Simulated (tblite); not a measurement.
Species: C₆H₈FNO.
Numbering: `[O:1]=[CH:2][NH:3][CH2:4][CH2:5][C:6]1=[CH:7][C@H:8]1[F:9]` (hydrogens: H10 on C2; H11 on N3; H12, H13 on C4; H14, H15 on C5; H16 on C7; H17 on C8)

Computed with GFN2-xTB (tblite), gas phase: Langevin dynamics at 300 K from the optimised GFN2-xTB geometry, time step 0.5 fs, friction 0.01 fs⁻¹, 2000 steps. The instantaneous temperature is 2·E(kin)/(3Nk) with all 3N coordinates.

| t (fs) | T (K) | E(pot) above start (eV) | O1=C2 (Å) | C2–N3 (Å) | N3–C4 (Å) | C4–C5 (Å) | C5–C6 (Å) | C2–H10 (Å) | O1–C2–N3–C4 (°) |
| --- | --- | --- | --- | --- | --- | --- | --- | --- | --- |
| 0 | 259 | 0.000 | 1.206 | 1.345 | 1.443 | 1.543 | 1.467 | 1.106 | -3 |
| 25 | 216 | 0.348 | 1.196 | 1.371 | 1.456 | 1.546 | 1.439 | 1.109 | 0 |
| 50 | 227 | 0.603 | 1.198 | 1.351 | 1.430 | 1.560 | 1.499 | 1.092 | 15 |
| 75 | 192 | 0.551 | 1.235 | 1.344 | 1.443 | 1.605 | 1.426 | 1.103 | 7 |
| 100 | 220 | 0.618 | 1.204 | 1.325 | 1.460 | 1.564 | 1.513 | 1.083 | -8 |
| 125 | 257 | 0.670 | 1.170 | 1.365 | 1.475 | 1.549 | 1.453 | 1.090 | -1 |
| 150 | 304 | 0.527 | 1.217 | 1.315 | 1.476 | 1.562 | 1.503 | 1.100 | -12 |
| 175 | 355 | 0.378 | 1.217 | 1.320 | 1.424 | 1.536 | 1.460 | 1.136 | -6 |
| 200 | 230 | 0.455 | 1.184 | 1.317 | 1.459 | 1.570 | 1.496 | 1.163 | 8 |
| 225 | 252 | 0.514 | 1.199 | 1.333 | 1.500 | 1.563 | 1.437 | 1.167 | -6 |
| 250 | 371 | 0.458 | 1.198 | 1.330 | 1.466 | 1.504 | 1.439 | 1.173 | -6 |
| 275 | 262 | 0.778 | 1.183 | 1.330 | 1.419 | 1.523 | 1.484 | 1.160 | 1 |
| 300 | 298 | 0.837 | 1.215 | 1.376 | 1.440 | 1.569 | 1.446 | 1.151 | 1 |
| 325 | 391 | 0.827 | 1.233 | 1.383 | 1.423 | 1.533 | 1.543 | 1.152 | 11 |
| 350 | 371 | 0.843 | 1.189 | 1.452 | 1.411 | 1.493 | 1.438 | 1.142 | 8 |
| 375 | 436 | 0.697 | 1.219 | 1.400 | 1.435 | 1.586 | 1.448 | 1.138 | -10 |
| 400 | 372 | 0.911 | 1.231 | 1.342 | 1.367 | 1.596 | 1.483 | 1.119 | -9 |
| 425 | 537 | 0.549 | 1.206 | 1.372 | 1.445 | 1.573 | 1.475 | 1.120 | -3 |
| 450 | 394 | 0.805 | 1.208 | 1.386 | 1.504 | 1.492 | 1.517 | 1.148 | -2 |
| 475 | 360 | 0.944 | 1.237 | 1.350 | 1.476 | 1.563 | 1.475 | 1.161 | -3 |
| 500 | 477 | 0.629 | 1.215 | 1.358 | 1.437 | 1.578 | 1.407 | 1.142 | 5 |
| 525 | 401 | 0.863 | 1.174 | 1.359 | 1.366 | 1.572 | 1.452 | 1.118 | 0 |
| 550 | 480 | 0.637 | 1.225 | 1.336 | 1.421 | 1.553 | 1.488 | 1.101 | -19 |
| 575 | 423 | 0.715 | 1.239 | 1.366 | 1.480 | 1.507 | 1.506 | 1.092 | 5 |
| 600 | 357 | 0.687 | 1.199 | 1.368 | 1.452 | 1.505 | 1.489 | 1.097 | 11 |
| 625 | 360 | 0.684 | 1.168 | 1.366 | 1.431 | 1.572 | 1.407 | 1.097 | -11 |
| 650 | 296 | 0.673 | 1.211 | 1.345 | 1.454 | 1.589 | 1.448 | 1.100 | -15 |
| 675 | 328 | 0.560 | 1.218 | 1.349 | 1.443 | 1.551 | 1.434 | 1.059 | 5 |
| 700 | 243 | 0.703 | 1.202 | 1.383 | 1.466 | 1.533 | 1.492 | 1.046 | -6 |
| 725 | 297 | 0.584 | 1.200 | 1.342 | 1.403 | 1.524 | 1.482 | 1.054 | -16 |
| 750 | 292 | 0.569 | 1.236 | 1.348 | 1.423 | 1.603 | 1.512 | 1.079 | -8 |
| 775 | 297 | 0.462 | 1.196 | 1.381 | 1.472 | 1.564 | 1.477 | 1.095 | -6 |
| 800 | 254 | 0.527 | 1.202 | 1.369 | 1.462 | 1.487 | 1.449 | 1.106 | 0 |
| 825 | 346 | 0.560 | 1.211 | 1.342 | 1.423 | 1.587 | 1.485 | 1.109 | 18 |
| 850 | 319 | 0.830 | 1.189 | 1.365 | 1.408 | 1.640 | 1.422 | 1.117 | 2 |
| 875 | 360 | 0.615 | 1.232 | 1.356 | 1.428 | 1.548 | 1.489 | 1.065 | -18 |
| 900 | 431 | 0.554 | 1.204 | 1.395 | 1.463 | 1.486 | 1.483 | 1.097 | 5 |
| 925 | 328 | 0.575 | 1.197 | 1.398 | 1.481 | 1.555 | 1.487 | 1.106 | 3 |
| 950 | 234 | 0.652 | 1.197 | 1.343 | 1.418 | 1.581 | 1.487 | 1.112 | -16 |
| 975 | 269 | 0.744 | 1.234 | 1.328 | 1.433 | 1.543 | 1.420 | 1.125 | 7 |
| 1000 | 295 | 0.678 | 1.190 | 1.350 | 1.438 | 1.545 | 1.483 | 1.138 | 14 |

Q: From 500 fs on, how do temperature and potential energy compare with equipartition?

A: The mean temperature of these 21 frames is 338 K against the target 300 K, and the mean potential energy 0.64 eV against 45 × kT/2 = 0.58 eV for 45 classical harmonic modes. For 17 atoms in a canonical ensemble the temperature itself scatters by T·√(2/(3N)) = 59 K; here its standard deviation is 70 K. The whole run lasts only 10 friction times of 100 fs, so these averages carry a wide statistical error.

Q: What are the kinetic and total energies of the listed frame with the highest potential energy?

A: The one at 475 fs, 0.944 eV above the start. Its kinetic energy is 3NkT/2 = 0.790 eV at 360 K, so the sum is 1.73 eV; over the listed frames the sum runs from 0.57 to 1.74 eV, since the thermostat adds and removes energy.

Q: How much do the listed bonds fluctuate from 500 fs on?

A: 
```tsv
bond	at the start (Å)	mean (Å)	standard deviation (Å)
O1=C2	1.206	1.207	0.019
C2–N3	1.345	1.359	0.018
N3–C4	1.443	1.438	0.027
C4–C5	1.543	1.554	0.038
C5–C6	1.467	1.467	0.032
C2–H10	1.106	1.098	0.025
```

The motion is classical and holds no zero-point motion.

The cost below is that of the whole dynamics run. Time: 42 s wall; peak memory 0.18 GiB. Hardware: one thread of an Intel Xeon at 2.50 GHz, shared host with 64 logical CPUs at a one-minute load of 61.
